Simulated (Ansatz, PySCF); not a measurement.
Gas-phase reaction (SMILES): CO[Si](F)(F)F + O (H2O) + 3 [SiH4] (SiH4) → CO (CH4O) [methanol] + 3 F[SiH3] [fluorosilane] + O[SiH3]; bond separation energy.

Geometries: B3LYP-D3(BJ)/def2-TZVP minima from Ansatz (a quantum-chemistry and plane-wave program), one conformer each, not searched for the lowest. Valence correlation only, unless marked. No spin-orbit coupling. No relativistic terms. Basis-set limits of correlation are two-point, X^-3; Hartree-Fock from the larger set. [CCSD(T)-MP2]/basis is that difference in the basis named. Thermal terms are rigid-rotor harmonic-oscillator values from B3LYP-D3(BJ) frequencies (Ansatz or PySCF) at 298.15 K and 1 atm. 1 Eh = 627.5095 kcal/mol.

| species | E, RI-MP2/CBS(cc-pV(T+d)Z,cc-pV(Q+d)Z)+[CCSD(T)-MP2]/cc-pV(T+d)Z (Ansatz) (Eh) | E, wB97X-V/def2-TZVPD (Ansatz) (Eh) | H - E (Eh) | G - E (Eh) |
|---|---|---|---|---|
| CO[Si](F)(F)F | -703.73236 | -704.42528 | 0.06042 | 0.01955 |
| CO (CH4O) | -115.61425 | -115.73216 | 0.05533 | 0.02827 |
| F[SiH3] | -390.71877 | -391.16286 | 0.03157 | 0.00450 |
| O (H2O) | -76.37659 | -76.43464 | 0.02495 | 0.00353 |
| O[SiH3] | -366.68646 | -367.12513 | 0.04319 | 0.01395 |
| [SiH4] (SiH4) | -291.46100 | -291.83995 | 0.03520 | 0.01198 |

Task: Work out ΔE and ΔH, ΔG, ΔS and the equilibrium constant at 298.15 K at the first level, then ΔH at the second.

Result: 
1. ΔE = [(-115.61425) + 3×(-390.71877) + (-366.68646)] - [(-703.73236) + (-76.37659) + 3×(-291.46100)] = 0.03493 Eh = 21.9 kcal/mol at RI-MP2/CBS(cc-pV(T+d)Z,cc-pV(Q+d)Z)+[CCSD(T)-MP2]/cc-pV(T+d)Z.
2. The terms H - E add up to 0.00226 Eh, so ΔH = (0.03493 + (0.00226))×627.5095 = 23.3 kcal/mol.
3. The terms G - E add up to -0.00330 Eh, so ΔG = 19.8 kcal/mol, and ΔS = (0.00226 - (-0.00330))×627509.5/298.15 = 11.7 cal/(mol K).
4. log10 K = -ΔG/(RT ln 10) = -14.5, with RT ln 10 = 1.3642 kcal/mol.
5. At wB97X-V/def2-TZVPD the same steps give ΔE = 21.3 and ΔH = 22.7 kcal/mol, a shift of -0.6 from the first level.
6. These values are not checked against measurement here, since the tables used lack a sound gas-phase enthalpy of formation for at least one species.
